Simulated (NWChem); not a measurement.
System: C4H8; SMILES C=CCC

The following NWChem deck was run.

```
start job
memory heap 200 mb stack 900 mb global 1100 mb
geometry units angstroms noautoz
  C      0.047291     1.864571    -0.275826
  C      0.196102     0.721484     0.395690
  C     -0.574644    -0.538954     0.153948
  C      0.316020    -1.723280    -0.210069
  H     -0.689736     1.962364    -1.080188
  H      0.651865     2.746154    -0.046652
  H      0.952397     0.674208     1.191484
  H     -1.144756    -0.788168     1.067671
  H     -1.320433    -0.366463    -0.639684
  H      0.880240    -1.525965    -1.134634
  H     -0.277738    -2.637219    -0.364104
  H      1.049002    -1.933931     0.585194
end
basis spherical
  * library def2-svpd
end
dft
  xc b3lyp
  iterations 150
  mulliken
end
task dft energy
```

The geometry was optimised at PBE0/def2-SVP.

### Question
Predict the main results of this run. (B3LYP/def2-SVPD.) Quantities: basis functions; energy (Ha); highest occupied level (eV); orbital gap (eV); dipole (D).

### Answer
```
Quantity                      Result
---------------------------  -------
number of basis functions        144
energy (Ha)                  -157.12
highest occupied level (eV)    -7.17
orbital gap (eV)                7.20
dipole (D)                      0.41
```
